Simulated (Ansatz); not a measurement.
`[AlH2][NH][SiH2][SiH3]` + H₂Te → `[SiH3][TeH]` + `[AlH2][NH][SiH3]`  (cleavage of the Si–Si bond)

Calculated with Ansatz (gas phase, PBE0-D4/def2-TZVP geometries, no zero-point term in ΔE). CBS: MP2 limit from def2 TZ/QZ plus the TZ coupled-cluster correction, frozen cores. Functionals use def2-TZVPP. B3LYP here is the variant with VWN-RPA as its local correlation; programs differ in this. def2 core potentials past Kr. For Te outer-core shells are correlated without core-valence functions, which leaves a few kJ/mol of doubt a bond. Each species was taken in one conformer, which may not be the lowest.

```json
{"level": "PBE-D4", "ΔE (kJ/mol)": "-49.7", "difference from CCSD(T)/CBS": "13.4"}
{"level": "r2SCAN-D4", "ΔE (kJ/mol)": "-56.8", "difference from CCSD(T)/CBS": "6.3"}
{"level": "PBE0-D4", "ΔE (kJ/mol)": "-54.4", "difference from CCSD(T)/CBS": "8.7"}
{"level": "B3LYP-D4", "ΔE (kJ/mol)": "-56.5", "difference from CCSD(T)/CBS": "6.6"}
{"level": "ωB97X-V", "ΔE (kJ/mol)": "-57.4", "difference from CCSD(T)/CBS": "5.7"}
{"level": "ωB97M-V", "ΔE (kJ/mol)": "-61.7", "difference from CCSD(T)/CBS": "1.4"}
{"level": "B2PLYP", "ΔE (kJ/mol)": "-62.2", "difference from CCSD(T)/CBS": "0.9"}
{"level": "PBE", "ΔE (kJ/mol)": "-51.2", "difference from CCSD(T)/CBS": "11.9"}
{"level": "r2SCAN", "ΔE (kJ/mol)": "-57.7", "difference from CCSD(T)/CBS": "5.4"}
{"level": "PBE0", "ΔE (kJ/mol)": "-56.0", "difference from CCSD(T)/CBS": "7.1"}
{"level": "B3LYP", "ΔE (kJ/mol)": "-58.6", "difference from CCSD(T)/CBS": "4.5"}
{"level": "HF/def2-TZVPP", "ΔE (kJ/mol)": "-70.0", "difference from CCSD(T)/CBS": "-6.9"}
{"level": "MP2/def2-TZVPP", "ΔE (kJ/mol)": "-69.5", "difference from CCSD(T)/CBS": "-6.4"}
{"level": "SCS-MP2/def2-TZVPP", "ΔE (kJ/mol)": "-67.5", "difference from CCSD(T)/CBS": "-4.4"}
{"level": "CCSD/def2-TZVPP", "ΔE (kJ/mol)": "-58.0", "difference from CCSD(T)/CBS": "5.1"}
{"level": "CCSD(T)/def2-TZVPP", "ΔE (kJ/mol)": "-57.1", "difference from CCSD(T)/CBS": "6.0"}
{"level": "HF/def2-QZVPP", "ΔE (kJ/mol)": "-70.6", "difference from CCSD(T)/CBS": "-7.5"}
{"level": "MP2/def2-QZVPP", "ΔE (kJ/mol)": "-73.1", "difference from CCSD(T)/CBS": "-10.0"}
{"level": "SCS-MP2/def2-QZVPP", "ΔE (kJ/mol)": "-70.8", "difference from CCSD(T)/CBS": "-7.7"}
{"level": "HF/CBS(def2)", "ΔE (kJ/mol)": "-70.7", "difference from CCSD(T)/CBS": "-7.6"}
{"level": "MP2/CBS(def2)", "ΔE (kJ/mol)": "-75.5", "difference from CCSD(T)/CBS": "-12.4"}
{"level": "CCSD/CBS(def2)", "ΔE (kJ/mol)": "-64.0", "difference from CCSD(T)/CBS": "-0.9"}
{"level": "CCSD(T)/CBS", "ΔE (kJ/mol)": "-63.1", "difference from CCSD(T)/CBS": "0"}
```

Largest T1 diagnostic among the species: 0.013.

From PBE to PBE0 (25 % exact exchange), in def2-TZVPP and without D4, ΔE moves by −4.7 kJ/mol.
